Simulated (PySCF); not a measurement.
Input for PySCF: R-HF/3-21G on CH3ClTe (SMILES C[Te]Cl), a point of a torsion scan.

```python
from pyscf import gto, scf, dft, mp
from pyscf.data.elements import chemcore

mol = gto.M(
    atom='''
    C    -0.68978495   -0.02984111   -0.01248947
    Te    1.03912770    1.26601317    0.02358514
    Cl    2.46353068   -0.34630366   -0.89247737
    H    -0.86916117   -0.45488398    0.96602939
    H    -1.54905655    0.55263230   -0.31631283
    H    -0.50982568   -0.81503322   -0.73290898
    ''',
    basis='3-21g',
    charge=0, spin=0, verbose=3, max_memory=1800)
mf = scf.RHF(mol)
mf.conv_tol = 1e-8
mf.max_cycle = 100
mf.kernel()
if not mf.converged:
    mf = mf.newton().run(mf.mo_coeff, mf.mo_occ)
```

Program output:

```
converged SCF energy = -7079.40405353115
```

The run converged.

Cost: roughly 0.5 core-seconds.
